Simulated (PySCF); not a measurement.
[InCl4]- (charge -1).
Bonds: In1–Cl2, In1–Cl3, In1–Cl4, In1–Cl5.

A GFN2-xTB structure was refined with PBE0-D3(BJ)/def2-SVP geometry optimisation, gas phase, def2 core potentials past Kr in PySCF 2.14.0. Its GFN2-xTB values:

```json
{"coordinate": "In1–Cl2", "GFN2-xTB": "2.341 Å"}
{"coordinate": "In1–Cl3", "GFN2-xTB": "2.257 Å"}
{"coordinate": "Cl2–In1–Cl3", "GFN2-xTB": "113.3°"}
{"coordinate": "Cl2–In1–Cl4", "GFN2-xTB": "107.3°"}
{"coordinate": "Cl4–In1–Cl5", "GFN2-xTB": "108.6°"}
```

Q: How do these coordinates change at the PBE0-D3(BJ)/def2-SVP level?

A: 
```csv
coordinate,PBE0-D3(BJ)/def2-SVP (Å or °),change
In1–Cl3,2.394,+0.137
In1–Cl2,2.394,+0.053
Cl2–In1–Cl4,110.9,+3.6
Cl2–In1–Cl3,110.2,-3.1
Cl4–In1–Cl5,108.1,-0.5
```

The energy falls by 0.176 eV over 10 energy and gradient evaluations, the largest force component goes from 0.0381 to 3.0e-04 Eh/bohr, and the atoms move by 0.080 Å rms after alignment. The bond that changes most is In1–Cl3 (ends: indium bonded to 4 Cl; chlorine bonded to In), which lengthens by 0.137 Å. Bonds longer at the end by more than 0.005 Å: 3 of 4; shorter: 1.

The run used 98 basis functions and 56 SCF cycles in all.

PBE0-D3(BJ)/def2-SVP frequencies: not computed here. The geometry's basis has no diffuse functions, a weakness for an anion.
